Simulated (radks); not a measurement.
Results of a calculation; reference values are marked as such.
Task: All-electron atom: the copper ion Cu3+ in [Ar] 3d8. Code: a radial shooting solver on a logarithmic mesh with Libxc functionals. Model: scalar-relativistic Kohn-Sham, exchange-only r2SCAN, spin-polarised, spherical densities, finite nucleus; open shells are filled with parallel spins first; meta-GGA in the generalised Kohn-Sham scheme; Fermi nuclear charge, rms radius 3.8823 fm. Some entries of the table are withheld. Estimate them.

orbital  occ.  eigenvalue (Ry)  <1/r> (bohr^-1)  <r> (bohr)
1s down     1        -655.9979            29.15     0.05214
1s up       1        -655.9973            29.15     0.05214
2s up       1        -82.36129            6.343      0.2349
2s down     1        -82.23082            6.350      0.2346
2p up       3        -71.39160              (1)      0.2065
2p down     3        -71.29319              (2)      0.2062
3s up       1        -12.18659            2.017      0.7038
3s down     1        -11.92596            2.008      0.7060
3p up       3         -8.89531            1.869      0.7348
3p down     3         -8.63707            1.859      0.7384
3d up       5         -3.62741            1.537         (3)
3d down     3         -3.37986            1.514         (4)

Result: 
(1) 2p up <1/r> (bohr^-1): 6.208
(2) 2p down <1/r> (bohr^-1): 6.214
(3) 3d up <r> (bohr): 0.8472
(4) 3d down <r> (bohr): 0.8663
